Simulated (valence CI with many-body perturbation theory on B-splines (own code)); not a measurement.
Energy levels of Ho34+

Computed by valence CI with perturbative core correlation (CI+MBPT): five valence electrons over a frozen Dirac-Fock core [Ar] 3d10, a basis of 11 s, 11 p, 10 d, 8 f, 5 g, 2 h functions for each j, with the one-electron correlation potential Σ1, the two-electron term Σ2, the three-electron term Σ3, Breit, model QED; selected CI, second order for the rest, scaled by the run's own slope (own B-spline code, finite nucleus).

No measured spectrum was set against this ion. As an estimate, large intervals hold to a few tenths of a per cent, small ones and those within an open d or f shell to about a per cent. Among the levels kept, up to 2100 cm⁻¹ of a level comes from second order outside the variational space, and about a tenth of that is noise between levels of different J, which matters for small intervals.

Levels 136 to 173 of 173, with energies above the lowest level, (4s^2 4p1/2^2 4p3/2) J=3/2. "Leading %" is the weight of the configuration and term that name the level; weights of strongly mixed levels are sums over their largest components and can fall short, so below about 35 % the name and the second component can differ from the true leading terms, or belong to a minority configuration. In the jj column 3d3/2^4 stands for four electrons in 3d with j = 3/2. Lifetimes count E1, E2, E3, M1 and M2 decay at the calculated energies, and are blank where another channel may lead or the interval is too uncertain; long ones can be off by a factor of two.

| No. | Configuration | Term | J | E (× 10³ cm⁻¹) | Leading % | Leading jj | Second component | Lifetime |
| --- | --- | --- | --- | --- | --- | --- | --- | --- |
| 136 | 4s 4p3 4d | 2P° | 3/2 | 3037.3 | 20 | 4s 4p3/2^3 4d3/2 (58 %) | 20 % 4s 4p3 4d 4P° | 1.24 ps |
| 137 | 4s 4p3 4d | 4D° | 5/2 | 3049.5 | 17 | 4s 4p3/2^3 4d3/2 (44 %) | 12 % 4s 4p3 4d 2D° | 1.87 ps |
| 138 | 4s 4p3 4d | 4F° | 9/2 | 3059.3 | 36 | 4s 4p3/2^3 4d5/2 (69 %) | 20 % 4s 4p3 4d 2G° | 7.95 ps |
| 139 | 4s 4p3 4d | 2F° | 7/2 | 3060.2 | 19 | 4s 4p3/2^3 4d3/2 (50 %) | 12 % 4s 4p3 4d 4F° | 1.34 ps |
| 140 | 4s 4p3 4d | 2D° | 5/2 | 3075.9 | 15 | 4s 4p3/2^3 4d5/2 (39 %) | 11 % 4s 4p3 4d 4D° | 4.62 ps |
| 141 | 4s2 4p 4d2 | 4D° | 1/2 | 3087.2 | 35 | 4s^2 4p3/2 4d3/2^2 (59 %) | 18 % 4s2 4p 4d2 2P° | 726 fs |
| 142 | 4s2 4p 4d2 | 4F° | 5/2 | 3101.2 | 24 | 4s^2 4p3/2 4d3/2^2 (56 %) | 12 % 4s2 4p 4d2 4D° | 665 fs |
| 143 | 4s2 4p 4d2 | 4F° | 3/2 | 3102.1 | 20 | 4s^2 4p3/2 4d3/2^2 (59 %) | 14 % 4s2 4p 4d2 2D° | 694 fs |
| 144 | 4s2 4p 4d2 | 4F° | 7/2 | 3106.7 | 29 | 4s^2 4p3/2 4d3/2 4d5/2 (45 %) | 23 % 4s2 4p 4d2 4D° | 1.21 ps |
| 145 | 4s2 4p 4d2 | 2F° | 7/2 | 3109.6 | 16 | 4s 4p3/2^3 4d5/2 (32 %) | 13 % 4s2 4p 4d2 4D° | 1.40 ps |
| 146 | 4s2 4p 4d2 | 4G° | 9/2 | 3120.1 | 38 | 4s^2 4p3/2 4d3/2 4d5/2 (82 %) | 24 % 4s2 4p 4d2 2G° | 1.18 ps |
| 147 | 4s2 4p 4d2 | 4G° | 11/2 | 3121.6 | 87 | 4s^2 4p3/2 4d5/2^2 (55 %) | 5 % 4s2 4p2 4f 2H° | 2.62 ps |
| 148 | 4s2 4p 4d2 | 2D° | 3/2 | 3124.5 | 12 | 4s^2 4p3/2 4d3/2^2 (29 %) | 10 % 4s 4p3 4d 2D° | 952 fs |
| 149 | 4s 4p2 4d2 | 6G | 3/2 | 3124.8 | 42 | 4s 4p1/2^2 4d3/2^2 (86 %) | 31 % 4s 4p2 4d2 4F | 26.2 ps |
| 150 | 4s2 4p 4d2 | 4P° | 5/2 | 3125.1 | 29 | 4s^2 4p3/2 4d3/2 4d5/2 (78 %) | 28 % 4s2 4p 4d2 4D° | 1.48 ps |
| 151 | 4s2 4p 4d2 | 2F° | 7/2 | 3127.5 | 47 | 4s^2 4p3/2 4d3/2 4d5/2 (44 %) | 15 % 4s2 4p 4d2 4D° | 1.34 ps |
| 152 | 4s2 4p 4d2 | 4D° | 3/2 | 3141.5 | 27 | 4s^2 4p3/2 4d3/2^2 (31 %) | 11 % 4s2 4p 4d2 4S° | 1.01 ps |
| 153 | 4s 4p2 4d2 | 6G | 5/2 | 3148.7 | 22 | 4s 4p1/2^2 4d3/2^2 (74 %) | 22 % 4s 4p2 4d2 4F | 29.3 ps |
| 154 | 4s2 4p 4d2 | 2F° | 5/2 | 3152.8 | 21 | 4s^2 4p3/2^2 4f5/2 (34 %) | 11 % 4s2 4p2 4f 4F° | 1.44 ps |
| 155 | 4s2 4p 4d2 | 2F° | 7/2 | 3156.7 | 11 | 4s^2 4p3/2^2 4f5/2 (24 %) | 11 % 4s2 4p2 4f 4F° | 1.55 ps |
| 156 | 4s2 4p 4d2 | 4D° | 1/2 | 3168.4 | 34 | 4s^2 4p3/2^2 4f5/2 (27 %) | 19 % 4s2 4p2 4f 2P° | 1.29 ps |
| 157 | 4s2 4p 4d2 | 2H° | 11/2 | 3172.1 | 68 | 4s^2 4p3/2 4d3/2 4d5/2 (46 %) | 24 % 4s2 4p2 4f 4G° | 2.98 ps |
| 158 | 4s2 4p 4d2 | 2G° | 9/2 | 3179.3 | 34 | 4s^2 4p3/2^2 4f5/2 (42 %) | 20 % 4s2 4p2 4f 2H° | 1.88 ps |
| 159 | 4s 4p3 4d | 2P° | 3/2 | 3192.9 | 11 | 4s 4p3/2^3 4d5/2 (40 %) | 11 % 4s2 4p2 4f 2P° | 3.84 ps |
| 160 | 4s 4p2 4d2 | 4P | 1/2 | 3194.6 | 41 | 4s 4p1/2^2 4d3/2^2 (74 %) | 32 % 4s 4p2 4d2 6D | 19.7 ps |
| 161 | 4s2 4p 4d2 | 4D° | 5/2 | 3195.4 | 19 | 4s^2 4p3/2 4d3/2 4d5/2 (38 %) | 15 % 4s 4p3 4d 2D° | 1.12 ps |
| 162 | 4s2 4p 4d2 | 2S° | 1/2 | 3200.1 | 34 | 4s^2 4p3/2 4d3/2 4d5/2 (62 %) | 21 % 4s2 4p 4d2 4P° | 841 fs |
| 163 | 4s2 4p 4d2 | 2F° | 5/2 | 3211.4 | 29 | 4s^2 4p3/2 4d3/2 4d5/2 (37 %) | 13 % 4s2 4p2 4f 2F° | 1.52 ps |
| 164 | 4s2 4p 4d2 | 4P° | 3/2 | 3213.4 | 16 | 4s^2 4p3/2 4d3/2 4d5/2 (34 %) | 16 % 4s2 4p 4d2 2P° | 822 fs |
| 165 | 4s2 4p 4d2 | 2G° | 7/2 | 3220.6 | 34 | 4s^2 4p3/2 4d3/2 4d5/2 (61 %) | 32 % 4s2 4p 4d2 4D° | 903 fs |
| 166 | 4s2 4p 4d2 | 2P° | 1/2 | 3228.7 | 34 | 4s^2 4p3/2 4d5/2^2 (47 %) | 16 % 4s 4p3 4d 2P° | 1.74 ps |
| 167 | 4s 4p2 4d2 | 6G | 5/2 | 3240.5 | 18 | 4s 4p1/2^2 4d3/2 4d5/2 (50 %) | 15 % 4p4 4d 4D | 9.76 ps |
| 168 | 4p4 4d | 4D | 3/2 | 3242.0 | 23 | 4p1/2^2 4p3/2^2 4d3/2 (61 %) | 13 % 4p4 4d 4P | 7.75 ps |
| 169 | 4s 4p2 4d2 | 6G | 7/2 | 3243.0 | 25 | 4s 4p1/2^2 4d3/2 4d5/2 (78 %) | 19 % 4s 4p2 4d2 6F | 9.68 ps |
| 170 | 4s2 4p 4d2 | 4D° | 7/2 | 3243.5 | 12 | 4s^2 4p3/2 4d5/2^2 (39 %) | 10 % 4s 4p3 4d 4D° | 2.30 ps |
| 171 | 4s2 4p 4d2 | 2D° | 3/2 | 3246.2 | 19 | 4s^2 4p3/2 4d3/2 4d5/2 (36 %) | 8 % 4s 4p3 4d 2P° | 1.18 ps |
| 172 | 4p4 4d | 4F | 7/2 | 3250.0 | 19 | 4p1/2^2 4p3/2^2 4d3/2 (55 %) | 16 % 4p4 4d 2G | 9.31 ps |
| 173 | 4s2 4p 4d2 | 4P° | 5/2 | 3251.6 | 27 | 4s^2 4p3/2 4d5/2^2 (48 %) | 15 % 4s2 4p 4d2 2D° | 1.72 ps |

Where two levels of one J and parity lie close, their mixing, g and order are uncertain.
